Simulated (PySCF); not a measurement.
## A parent and its derivatives

Method: TDDFT B3LYP/def2-SVPD, vertical, gas phase, core orbitals frozen in the response in PySCF. Geometries: PBE0-D3(BJ)/def2-SVP; one conformer of each isolated species. Triplets are in the Tamm–Dancoff approximation. 'Strongest' means the level of largest summed f among the lowest 10 singlets; it needn't be the same kind of state in each. Relativistic effects are left out although some hold elements past zinc.

Parent: `F[Se](F)(F)(F)(F)F`, with lowest singlet excitation energy 6.49 eV, energy of the strongest computed level 7.66 eV, LUMO energy -4.56 eV, lowest triplet energy 6.07 eV. Its spectrum: 191 nm (f 0.000 summed over 3 states); 170 nm (f 0.000 summed over 3 states); 162 nm (f 0.167 summed over 3 states) [of 10 roots; the last level is left out, as the window may have cut its degenerate partner].

Shifts from the parent:

| change | SMILES | Δ S1 (eV) | Δ strongest (eV) | Δ LUMO (eV) | Δ T1 (eV) |
| --- | --- | --- | --- | --- | --- |
| one ligand: F to Cl | F[Se](F)(F)(F)(F)Cl | -2.41 | -1.20 | -0.48 | -2.50 |
| one ligand: F to OMe | CO[Se](F)(F)(F)(F)F | -1.91 | -0.03 | +0.74 | -1.87 |

Task: Predict the same shifts for this change: one ligand: F to Me (`C[Se](F)(F)(F)(F)F`).

Result: Δ lowest singlet excitation energy +0.45 eV, Δ energy of the strongest computed level -0.67 eV, Δ LUMO energy +1.37 eV, Δ lowest triplet energy -0.09 eV. Spectrum: 179 nm (f 0.000); 177 nm (f 0.078); 177 nm (f 0.004); 177 nm (f 0.036); 160 nm (f 0.000). S1 falls most with one ligand: F to Cl (-2.41 eV), and it rises most with one ligand: F to Me (+0.45 eV). S1 is simply the lowest singlet of each species and needn't be the same kind of state throughout.
